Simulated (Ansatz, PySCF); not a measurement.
Bond stretch in Cu₂, singlet.

Computed with: RKS-B3LYP/6-31G* = PySCF with restricted B3LYP/6-31G*, spherical d; UHF/6-31G* = unrestricted Hartree-Fock/6-31G*, spherical d (PySCF); RKS-PBE = restricted PBE/def2-SVP in Ansatz (a quantum-chemistry and plane-wave program); RMP2/3-21G = restricted MP2 (frozen core)/3-21G run with PySCF.

Energies are in mEh, each relative to the lowest point of its own curve near equilibrium.

```tsv
R / Å	RKS-B3LYP/6-31G*	UHF/6-31G*	RKS-PBE	RMP2/3-21G
1.71	57.8	82.4	___	25.5
1.81	22.8	41.2	50.7	6.8
1.93	3.5	14.2	19.7	0.0
2.07	0.0	1.6	3.7	3.4
2.15	3.6	0.0	___	7.2
2.20	7.1	0.4	0.0	9.4
2.28	14.3	2.7	0.9	12.4
2.33	19.4	4.8	2.3	14.0
2.44	31.5	10.7	6.8	17.2
2.49	37.1	13.6	9.3	18.7
2.65	54.7	22.7	18.3	24.1
2.81	70.6	30.8	28.0	30.8
3.07	92.2	41.0	43.1	44.2
3.42	113.5	49.8	60.8	64.3
3.73	126.8	54.5	73.0	79.6
4.12	139.1	58.1	84.4	88.2
4.56	149.1	60.7	___	68.7
5.03	___	62.4	99.8	-0.9
5.64	162.3	63.4	105.2	-134.9
6.23	165.6	63.7	108.1	-229.9
6.84	167.5	63.8	___	-278.7
8.02	169.6	63.9	111.1	___
9.17	170.6	63.9	111.4	-363.8
```

Task: What belongs in the gaps?

Result: 
- 1.71, RKS-PBE: 96.8
- 2.15, RKS-PBE: 0.5
- 4.56, RKS-PBE: 93.3
- 5.03, RKS-B3LYP/6-31G*: 156.4
- 6.84, RKS-PBE: 109.8
- 8.02, RMP2/3-21G: -326.9

The restricted form behind RKS-B3LYP/6-31G*, RKS-PBE, RMP2/3-21G keeps the bonding electrons paired and can't separate into open-shell fragments. The unrestricted determinant behind UHF/6-31G* is spin-contaminated at 2.44 to 9.17 Å (<S²> up to 1.0, against 0.00 for a pure singlet).
